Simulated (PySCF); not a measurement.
PySCF was given this input:
```python
from pyscf import gto, scf, dft

mol = gto.M(
    atom='''
N     0.00000000   -0.00000000    0.00000000
H     0.02404117    1.64435456   -0.03111717
H     0.88265094   -0.52673581    0.01709961
H    -0.89767667   -0.50098579    0.00234863
''',
    basis='def2-tzvp',
    charge=1,
    spin=1,
    verbose=4,
)

mf = dft.UKS(mol)
mf.xc = 'tpss'
mf.kernel()
mf.analyze()
```

**Question.** What nuclear repulsion energy does PySCF with TPSS/def2-TZVP give?

**Answer.** 10.2091 Eh

**Question.** Give the HOMO energy at the level TPSS/def2-TZVP.

**Answer.** -17.10 eV

**Question.** Predict the <S^2> from TPSS/def2-TZVP.

**Answer.** 0.774

**Question.** Predict the total energy from TPSS/def2-TZVP.

**Answer.** -56.1242 Eh

**Question.** Give the number of basis functions at the level TPSS/def2-TZVP.

**Answer.** 49

These values belong to the state on which the SCF converged, which isn't shown to be the lowest.
